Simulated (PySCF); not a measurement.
Excitations are Tamm–Dancoff values on a coarser integration grid. The basis has no diffuse functions, so Rydberg states are missing or too high.

Cartesian coordinates (Å):
```xyz
8

O      2.1623    -1.4672    -0.8553
C      1.6367    -0.4867    -0.6064
Si     0.8225     1.1704    -0.4716
Si    -1.1732     0.0262     0.1765
H      1.4587     1.3103     0.8897
H     -1.6758    -0.7609    -0.9762
H     -1.0626    -0.8725     1.3509
H     -2.1686     1.0803     0.4924
```
Charge 0, spin multiplicity 1.

Predict the S1 excitation (TDA), LUMO and total energy from TPSSh-D3(BJ)/def2-TZVP // B3LYP-D3(BJ)/def2-TZVP run with PySCF 2.14.0.


```yaml
S1 excitation (TDA): 3.25 eV
LUMO: -2.41 eV
total_energy: -694.7907 Ha
```
